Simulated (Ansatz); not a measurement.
```xyz
9

S     0.0000    0.0000    1.2844
C     0.0000    1.3339   -0.0033
C     0.0000   -1.3339   -0.0033
C     0.0000    0.7690   -1.3711
C     0.0000   -0.7690   -1.3711
H     0.0000    2.4660    0.3166
H     0.0000   -2.4660    0.3166
H     0.0000    1.4316   -2.3455
H     0.0000   -1.4316   -2.3455
```

Basis set: 6-31G* (spherical functions). Frozen core: 9 orbitals. Charge 0, multiplicity 1.

Computed with Ansatz (development build ahead of 0.2.0); each method stands on the lowest determinant of its kind that the runs found. Restricted open shells among the atoms or ions are ROHF, correlated in semicanonical orbitals with singles.

The atomization energy at this shape (free ground-state atoms in the same class of orbitals less the molecule, no zero-point energy) of singlet C₄H₄S:

| method | atomization energy |
| --- | --- |
| RHF | 2703.5 kJ/mol |

Task: What does RHF-MP2 give?

Result: 3631.7 kJ/mol. Caution: in another basis set an unrestricted determinant lies well below; the shape is not the minimum.
